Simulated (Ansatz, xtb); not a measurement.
# Relative energy of two isomers of C5H8B2

Structure a: `BC1=CB(C)C=C1`, a singlet. Structure b: `BC1=CBC=C1C`, a singlet. Both are isolated molecules in the gas phase, relaxed with r2SCAN-D4/def2-SVP; the shapes shown needn't be the lowest conformers.

a (Å):

| atom | x (Å) | y (Å) | z (Å) |
| --- | --- | --- | --- |
| C | 0.4047 | -1.9154 | 1.9153 |
| C | 0.4750 | -0.5838 | 2.2099 |
| C | -0.8195 | 1.7290 | 1.2148 |
| C | -1.1796 | -0.9579 | 0.3764 |
| C | -0.6080 | -2.1102 | 0.7960 |
| B | 1.2290 | -3.0107 | 2.6228 |
| B | -0.5442 | 0.2000 | 1.2279 |
| H | 1.9972 | -2.6911 | 3.5001 |
| H | 1.1232 | -4.1780 | 2.3200 |
| H | 1.1420 | -0.2019 | 2.9909 |
| H | 0.0935 | 2.3313 | 1.3578 |
| H | -1.4344 | 1.9350 | 2.1161 |
| H | -1.3817 | 2.1003 | 0.3457 |
| H | -1.9265 | -0.9198 | -0.4214 |
| H | -0.8179 | -3.1129 | 0.4016 |

b (Å):

```xyz
15

C    -1.2181   -1.4803    0.4140
C    -0.4211   -1.2790    1.5026
C     1.0110   -1.6794   -0.4896
C    -0.3148   -1.7258   -0.8067
C    -0.9239   -1.9747   -2.1334
B    -2.7576   -1.4547    0.4563
B     1.1151   -1.3882    1.0224
H    -3.4359   -1.6368   -0.5291
H    -3.3022   -1.2447    1.5148
H    -0.8423   -1.0830    2.4943
H     2.0974   -1.2651    1.7115
H     1.7911   -1.8328   -1.2401
H    -0.1733   -2.1354   -2.9191
H    -1.5988   -2.8489   -2.0846
H    -1.5778   -1.1295   -2.4167
```

Which of the two would you expect CCSD(T)/def2-SVP + ΔMP2/def2-TZVPP electronic energies to favour?

Structure a; the calculation gives E(b) − E(a) = +0.305 eV.

How the difference moves with the method:

| level | geometry | E(b) − E(a) (eV) | departure from the last row (eV) | job, with rough time for the two |
| --- | --- | --- | --- | --- |
| GFN2-xTB | GFN2-xTB | −0.303 | −0.608 | optimisation, 0.16 s |
| HF/STO-3G | GFN2-xTB | +0.269 | −0.036 | single point, 0.6 s |
| r2SCAN-D4/def2-SVP//GFN2-xTB | GFN2-xTB | +0.294 | −0.011 | single point, 3.5 s |
| r2SCAN-D4/def2-SVP | r2SCAN-D4/def2-SVP | +0.286 | −0.019 | optimisation, 39 s |
| HF/def2-SVP | r2SCAN-D4/def2-SVP | +0.305 | 0.000 | part of the CCSD(T) run |
| MP2/def2-SVP | r2SCAN-D4/def2-SVP | +0.266 | −0.039 | part of the CCSD(T) run |
| CCSD(T)/def2-SVP | r2SCAN-D4/def2-SVP | +0.276 | −0.030 | single point |
| CCSD(T)/def2-SVP + ΔMP2/def2-TZVPP | r2SCAN-D4/def2-SVP | +0.305 |  | single point, 52 s |

As drawn, b has 1 C–C, 1 B–H in place of 1 C–B, 1 C–H.

GFN2-xTB puts the two in the other order. The largest departure from CCSD(T)/def2-SVP + ΔMP2/def2-TZVPP is that of GFN2-xTB, 0.608 eV. The last row adds to CCSD(T) the change of the MP2 difference between the two basis sets, here +0.030 eV.

With thermal terms from frequencies at re-optimised GFN2-xTB minima (ideal gas, soft modes damped towards free rotors, one conformer each, 298.15 K, 1 atm): the zero-point term adds −0.008 eV; ΔH is +0.285 and ΔG +0.324 eV.

The correlated steps freeze 7 core orbitals. Programs: Ansatz 0.2.0, xtb 6.7.1; the last row on 2 threads of Intel(R) Xeon(R) 6975P-C (Granite Rapids) on a shared host.
